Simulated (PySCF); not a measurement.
# How methods differ on the excitation energy of Ir⁺

Ir⁺ [Xe] 4f14 5d7 6s1 (5F) → Ir⁺ [Xe] 4f14 5d7 6p1 (high-spin determinant), as a difference of total energies. Computed with PySCF 2.14 in x2c-TZVPPall with one added diffuse shell each of s, p, d, f type (12s8p8d4f1g, 113 functions), with the spin-free X2C one-electron Hamiltonian (Gaussian nucleus). Correlated levels: valence: [Xe] 4f14 frozen. The calculations carry no spin-orbit coupling.

| method | excitation energy (cm⁻¹) |
| --- | --- |
| UHF | 48702 |
| MP2 (valence) | 51617 |
| SCS-MP2 (valence) | 50849 |
| CCSD (valence) | 50451 |
| CCSD(T) (valence) | 50112 |

A first-order spin-orbit estimate (lowest level to lowest level, LS coupling) adds 0.259 eV.

The determinant of the upper state mixes LS terms, which raises its energy above the lowest term, most at the Hartree-Fock and MP2 levels.
